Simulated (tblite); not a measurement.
Compound: C5H8N2O2Si.
Atom-mapped SMILES: `[CH3:1]/[C:2]([C:3]#[N:4])=[N:5]/[SiH2:6][CH2:7][C:8](=[O:9])[OH:10]` (hydrogens: H11, H12, H13 on C1; H14, H15 on Si6; H16, H17 on C7; H18 on O10)

Cartesian coordinates in Å at the GFN2-xTB level; atoms count from 1:
```
atom  x, y, z in Å
C1    -3.3422   -0.3628   -0.1388
C2    -2.0616    0.3911   -0.2987
C3    -2.1302    1.7826    0.0399
N4    -2.1610    2.8971    0.3049
N5    -1.0041   -0.1599   -0.7022
Si6    0.5981    0.3400   -1.0604
C7     1.6393   -0.8710   -0.0041
C8     3.0242   -0.7601   -0.5055
O9     3.5091   -1.4021   -1.4013
O10    3.7126    0.2166    0.1177
H11   -3.6715   -0.3189    0.8992
H12   -3.1982   -1.3969   -0.4378
H13   -4.1179    0.0962   -0.7511
H14    1.0178    1.7114   -0.7591
H15    0.7022    0.0315   -2.4833
H16    1.5989   -0.5952    1.0462
H17    1.2746   -1.8844   -0.1433
H18    4.6012    0.2911   -0.2635
```

Calculated harmonic vibrations of the isolated species, GFN2-xTB (tblite), most abundant isotopes, no scaling. Errors from tens to a few hundred cm⁻¹ against measured bands are possible. Modes of hydrogen on silicon can be 10 to 20 % off. One conformer, not necessarily the lowest.

Harmonic wavenumbers (cm⁻¹): 25.8, 30.8, 53.2, 63.7, 95.9, 116.5, 140.1, 187.9, 228.5, 261.8, 364.6, 401.1, 480.5, 545.6, 554.4, 581.9, 587.1, 615.5, 665.3, 689.0, 732.2, 762.1, 782.1, 812.7, 877.0, 929.6, 990.3, 1044.2, 1051.6, 1137.9, 1170.1, 1190.0, 1242.2, 1370.6, 1428.1, 1442.8, 1443.4, 1713.5, 1779.6, 2245.8, 2305.9, 2364.2, 3008.2, 3020.3, 3022.7, 3038.1, 3065.3, 3456.1.

A = 2639, B = 478.7, C = 432.2 MHz; mass 156.036 u (most abundant isotopes); point group C1, symmetry number 1.

Q: What is the zero-point energy?

A: ½Σν̃ = 27058 cm⁻¹ = 323.68 kJ/mol.

Q: Entropy at 200 K, 1 bar (ideal gas, RRHO, classical rotation)?

A: Translation 163.54, rotation 123.70, vibration 131.15: S = 418.4 J/(mol K).

Q: And Cp and H(200 K) − H(0)?

A: Cp = 143.60 J/(mol K), of which vibrations give 110.34 (their classical limit is 48 R = 399.1); H(200 K) − H(0) = 19.22 kJ/mol without the zero-point energy, 12.57 from vibrations.

Q: Which modes carry the vibrational entropy at 200 K?

A: 25.8 cm⁻¹: 22.33; 30.8 cm⁻¹: 20.86; 53.2 cm⁻¹: 16.35; 63.7 cm⁻¹: 14.87; 95.9 cm⁻¹: 11.56; 116.5 cm⁻¹: 10.02 J/(mol K); the other 42 give 35.15 together.

Q: Blend soft modes into free rotors: weight 1/[1 + (100 cm⁻¹/ν̃)⁴] for the oscillator and the rest for a rotor with moment μB/(μ + B), μ = h/(8π²ν), B = 10⁻⁴⁴ kg m². What vibrational entropy results?

A: 113.18 J/(mol K) in place of 131.15, which changes −T·S at 200 K by +3.59 kJ/mol.

Q: What must be added to the electronic energy to get the Gibbs energy at 200 K and 1 bar?

A: ZPE + [H(200 K) − H(0)] − T·S = 323.68 + 19.22 − 83.68 = 259.22 kJ/mol.

Hindered rotation and anharmonicity are outside this model. Other conformers, if any are populated, would add a mixing term that is left out. The structure is chiral; the term R ln 2 for an equal mix with its mirror image is left out.
